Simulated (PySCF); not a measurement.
HO2, charge -1, multiplicity 1.

```xyz
3

O      0.0156     0.8100     0.0000
O     -0.1179    -0.6946     0.0000
H      0.8188    -0.9232     0.0000
```
Charge -1, spin multiplicity 1.

The structure is a stationary point at r2SCAN-D4/def2-TZVPD. The spin state was assumed, not searched. The isomer is the one that the SMILES or the coordinates give; other isomers of the formula were not compared.

Computed with KT2/pcSseg-2 run with PySCF. Non-relativistic, no solvent.

Problem. Give the absolute GIAO shielding of each atom: isotropic value and principal components (ppm). (Estimate from the structure and the level; the computed values follow.)

Solution. 
```json
[
 {"atom": "O1", "σ(iso)": "-336.0", "σ11": "-721.0", "σ22": "-706.7", "σ33": "419.6", "span": "1140.6"},
 {"atom": "O2", "σ(iso)": "225.6", "σ11": "127.5", "σ22": "166.7", "σ33": "382.8", "span": "255.2"},
 {"atom": "H3", "σ(iso)": "30.4", "σ11": "16.8", "σ22": "35.1", "σ33": "39.2", "span": "22.5"}
]
```
